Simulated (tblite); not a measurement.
C5H6, charge +1, doublet, at a GFN2-xTB geometry (a state made from the parent by changing its charge; the spin is typed, not shown lowest); GFN1-xTB run with tblite 0.6.0.

Input for tblite:
```
$ tblite run mol.xyz --method gfn1 --charge 1 --spin 1 --guess eeq --json tblite.json --no-restart

# file mol.xyz
11

C     -0.98790887     0.71868394    -0.17988334
C      0.34059255     1.13588000    -0.13658648
C      1.21963298    -0.02978501     0.09899907
C      0.25863393    -1.15051388     0.18522641
C     -1.03765990    -0.66921693     0.01546550
H     -1.84043208     1.35716711    -0.33774019
H      0.69208927     2.14820718    -0.25459189
H      1.82671568     0.07629131     1.00725328
H      1.95930614    -0.16875085    -0.69993736
H      0.53700300    -2.17822320     0.35435878
H     -1.93442621    -1.26498019     0.03133043
```

The log (banner, timings and long lists left out):

```
xTB calculator
 | screened Coulomb repulsion
 | Coulomb electrostatics
 |  * isotropic Klopman-Ohno-Mataga-Nishimoto electrostatics
 |  * onsite third-order electrostatics
 | DFT-D3(BJ) dispersion correction

halogen bonding energy    0.0000000000000E+00 Eh
repulsion energy          2.3139311466718E-01 Eh
dispersion energy        -3.6031974674404E-03 Eh
number of electrons       2.5000000000000E+01 e
integral cutoff           1.9731147476801E+01 bohr

------------------------------------------------------------
  cycle        total energy    energy error   density error
------------------------------------------------------------
      1     -13.20353365531  -1.3431324E+01   5.9617750E-01
      2     -13.22688893887  -2.3355284E-02   3.5606304E-01
      3     -13.22697368958  -8.4750708E-05   3.5459528E-02
      4     -13.22787049531  -8.9680573E-04   5.9403317E-03
      5     -13.22795651523  -8.6019921E-05   1.1165898E-03
      6     -13.22795829803  -1.7827998E-06   1.4433138E-04
      7     -13.22795830583  -7.8017095E-09   7.7670231E-05
      8     -13.22795831444  -8.6167731E-09   2.5811315E-06
------------------------------------------------------------

electronic energy        -1.3455748231644E+01 Eh
total energy             -1.3227958314445E+01 Eh

Post processing:
 | Mayer-Wiberg bond orders

[Info] JSON dump of results written to 'tblite.json'
```
